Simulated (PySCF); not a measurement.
One of the candidates below gave these computed data.

All candidates are C6H11N3Si.

* Rotational structure: rotational constants A, B, C: 2.063, 0.742, 0.665 GHz [GFN2-xTB]
* NMR, other nuclei: isotropic shieldings of nuclei other than C and H, by class: -213 (1 N), -165 (1 N), -81 (1 N), 352 (1 Si) ppm [GIAO PBE0/pcSseg-1]
* 1H NMR: chemical shifts (computed TMS as zero) by class: 9.99 (1 H), 9.70 (1 H), 0.39 (9 H) ppm [GIAO PBE0/pcSseg-1]
* Dipole: 3.73 D [PBE0/pcSseg-1]
* 13C NMR: chemical shifts (computed TMS as zero) by class: 173.7 (1 C), 163.1 (1 C), 161.6 (1 C), -1.4 (3 C) ppm [GIAO PBE0/pcSseg-1]

The electronic properties come from PySCF, for the isolated species, density fitting. Levels stand in brackets. Geometry: GFN2-xTB; no solvent, vibrations or thermal averaging. NMR classes are plain means over equivalent atoms (diastereotopic ones count apart unless rotation or inversion swaps them), as if these changed places fast.

Task: Which candidate is it?
A. `C=Cc1ncnn1[SiH](C)C`
B. `C=Cc1cn([SiH](C)C)nn1`
C. `C[Si](C)(C)c1cnncn1`

Result: C. It is `C[Si](C)(C)c1cnncn1`. Numbering: `[CH3:1][Si:2]([CH3:3])([CH3:4])[c:5]1[cH:6][n:7][n:8][cH:9][n:10]1`. Its formula, C6H11N3Si, gives 4 degrees of unsaturation: 1 ring and 3 π bonds in the structure found (Kekulé form). 6 carbons fall into 4 classes; from least to most shielded: substituted aromatic carbon [C5] (173.7 ppm), aromatic CH next to a ring nitrogen [C9] (163.1 ppm), aromatic CH next to a ring nitrogen [C6] (161.6 ppm), Si-methyl carbon [C1/C3/C4] (-1.4 ppm, 3 C, up to 2.8 ppm apart in this geometry). Hydrogen classes from least to most shielded: 1 H on an aromatic CH next to a ring nitrogen, C9 (9.99 ppm), 1 H on an aromatic CH next to a ring nitrogen, C6 (9.70 ppm), 9 H on 3 Si-methyl carbons, C1/C3/C4 (0.39 ppm, a mean of values up to 0.5 ppm apart in this geometry). The other shieldings belong to: -213 ppm, pyridine-type nitrogen [N7]; -165 ppm, pyridine-type nitrogen [N8]; -81 ppm, pyridine-type nitrogen [N10]; 352 ppm, four-coordinate silicon [Si2]. The optimised geometry has point group Cs and is an asymmetric top.

The others, at the same levels:
- `C=Cc1cn([SiH](C)C)nn1` fails: it has 5 carbon classes against 4; its computed 13C shifts are 153.0 (1 C), 137.2 (1 C), 129.9 (1 C), 119.4 (1 C), -1.1 (2 C) ppm, 1H shifts are 7.97 (1 H), 7.37 (1 H), 6.02 (1 H), 5.64 (1 H), 5.54 (1 H), 0.62 (6 H) ppm and rotational constant A is 2.731 GHz (against 2.063 GHz).
- `C=Cc1ncnn1[SiH](C)C` fails: it has 5 carbon classes against 4; its computed 13C shifts are 164.9 (1 C), 158.0 (1 C), 129.7 (1 C), 128.8 (1 C), -1.3 (2 C) ppm, 1H shifts are 7.99 (1 H), 7.22 (1 H), 6.83 (1 H), 5.92 (1 H), 5.53 (1 H), 0.56 (6 H) ppm and rotational constant A is 1.738 GHz (against 2.063 GHz).

Each candidate is one conformer, not necessarily the lowest. Dipoles, sizes and rotational constants follow the conformer. The torsions of the flexible species, by atom-mapped SMILES:
- `[CH3:1][Si:2]([CH3:3])([CH3:4])[c:5]1[cH:6][n:7][n:8][cH:9][n:10]1`: C1–Si2–C5–C6 59°
- `[CH2:1]=[CH:2][c:3]1[cH:4][n:5]([SiH:6]([CH3:7])[CH3:8])[n:9][n:10]1`: C1–C2–C3–C4 -1°, C4–N5–Si6–C7 157°
- `[CH2:1]=[CH:2][c:3]1[n:4][cH:5][n:6][n:7]1[SiH:8]([CH3:9])[CH3:10]`: C1–C2–C3–N4 2°, N6–N7–Si8–C9 -109°
